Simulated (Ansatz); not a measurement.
Ideal-gas functions of CBrCl$_{2}$F, SMILES `FC(Cl)(Cl)Br` at 500 K and 1 bar, from an Ansatz frequency run at PBE0-D4/def2-TZVP.

Molar mass 181.82 g/mol, point group Cs (symmetry number 1), electronic degeneracy 1, moments of inertia 208.382, 340.387, 427.692 u Å². Harmonic wavenumbers (cm⁻¹, unscaled): 202, 216, 306, 339, 397, 513, 794, 840, 1118.

Use S(trans) = R[1.5 ln M + 2.5 ln T − 1.1517]; rotational temperatures θ = 24.2544 K / I; S(rot) = R[ln(√π/σ · √(T³/θAθBθC)) + 1.5]; for each mode x = 1.438777 ν̃/T, S = R[x/(eˣ − 1) − ln(1 − e⁻ˣ)] and H = RT x/(eˣ − 1); 1 cm⁻¹ = 0.0119627 kJ/mol; R = 8.31446 J/(mol·K).

Problem. By hand: the entropy, in J/(mol·K).

Solution. Translation 184.5. Rotation: θ = 0.1164, 0.0713, 0.0567 K, giving 126.6. Vibration, mode by mode: 12.94, 12.40, 9.64, 8.84, 7.65, 5.79, 3.05, 2.74, 1.46, in all 64.5. Electronic 0.0. Sum 375.6 J/(mol·K).

Problem. By hand: H − E and G − E in kJ/mol, counted from the electronic energy.

Solution. Zero-point energy ½ × 4725 × 0.0119627 = 28.3; thermal vibration 17.8; translation, rotation and pV give 4 RT = 16.6. H − E = 62.7 kJ/mol, and G − E = 62.7 − 500 × 375.6/1000 = -125.1 kJ/mol.

Vibration gives 17 % of the entropy.
